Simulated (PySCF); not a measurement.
Compound: C₅H₃F₄O (doublet state).
Structure used (GFN2-xTB), in Å, numbered top down from 1:
```
atom  x, y, z in Å
C1     2.7816   -0.6247    0.3076
C2     2.3559    0.5780    0.1112
O3     1.0653    0.9998   -0.1722
C4     0.0378    0.1698   -0.1797
F5     0.2634   -1.0591    0.2821
C6    -1.1735    0.5350   -0.6092
C7    -2.3487   -0.3800   -0.5788
F8    -2.8092   -0.6069    0.6669
F9    -2.1022   -1.5888   -1.1069
F10   -3.3744    0.1362   -1.2687
H11    3.6640   -1.1674    0.5237
H12    2.9791    1.4794    0.1234
H13   -1.3437    1.5292   -0.9784
```

The hyperfine couplings belong to this conformer and change with its torsions.

As a line formula: `[H]/[C]=C/O/C(F)=C/C(F)(F)F` [radical].

Theory: UKS B3LYP, pcH-1 on C F H O, non-relativistic, mean-field spin-orbit, GIAO in PySCF. Isolated species at its GFN2-xTB geometry (one conformer only). The geometry wasn't refined by DFT: couplings that depend on bond lengths, twists or pyramidal angles can differ widely from those at the functional's own minimum. Stability of the SCF solution: not tested.

Principal values of hyperfine tensors in MHz (contact and dipolar terms together), for some of the nuclei:

| atom | isotope | A1 | A2 | A3 |
| --- | --- | --- | --- | --- |
| C1 | 13C | 191.05 | 213.07 | 428.09 |
| F5 | 19F | 131.30 | 135.95 | 289.23 |
| H12 | 1H | 137.51 | 143.54 | 150.66 |
| C2 | 13C | -72.19 | -51.81 | -27.25 |
| O3 | 17O | -48.78 | -31.98 | -27.37 |
| H11 | 1H | -42.79 | -14.71 | 34.72 |
| F8 | 19F | -3.43 | -1.51 | -0.29 |
| C4 | 13C | -2.23 | -2.04 | -0.01 |

(1) Give the isotropic coupling of each nucleus in MHz and in mT (g = 2.0022), and the anisotropic part.

(2) What spin density at the nucleus of F5 lies behind its contact coupling (g_N = 5.25774)?

(3) C6 (13C, g_N = 1.40482) isn't in the table. Its spin density at the nucleus is 0.003829 bohr⁻³. What is its contact coupling?

(4) Name the largest traceless tensor T of the table and describe it.

(5) What first-order splitting does F5 cause when the field lies along A1, A2 or A3 of its tensor (g taken as isotropic, no quadrupole term)?

Answers

(1) a_iso = (A1 + A2 + A3)/3, Ti = Ai − a_iso; 1 mT corresponds to 28.024 MHz.

```csv
atom,a_iso (MHz),a_iso (mT),T1,T2,T3
C1,277.40,9.899,-86.35,-64.33,150.69
F5,185.49,6.619,-54.19,-49.54,103.74
H12,143.90,5.135,-6.39,-0.36,6.76
C2,-50.42,-1.799,-21.77,-1.40,23.17
O3,-36.04,-1.286,-12.74,4.06,8.68
H11,-7.60,-0.271,-35.19,-7.12,42.31
F8,-1.74,-0.062,-1.68,0.23,1.45
C4,-1.43,-0.051,-0.81,-0.61,1.42
```

(2) a_FC = 800.24 MHz bohr³ × g_N × ρ(0)/(2S). With a_FC = 185.49 MHz and 2S = 1, ρ(0) = 0.04409 bohr⁻³.

(3) By the same relation, a_FC = 4.30 MHz. Its full tensor has the principal values 2.19, 4.54, 6.18 MHz.

(4) C1: -86.4, -64.3, 150.7 MHz, rhombic: the two smaller values differ by 15 % of the largest.

(5) 2 lines (I = 1/2), spaced by |A_i|/(g × 13.996): 4.69, 4.85, 10.32 mT along the axes of A1, A2 and A3.

Hardware: one thread, Arm Neoverse V2 (aarch64), shared host. Cost: 81 s of wall time (grids of density and orbitals included), 0.96 GiB resident at most.
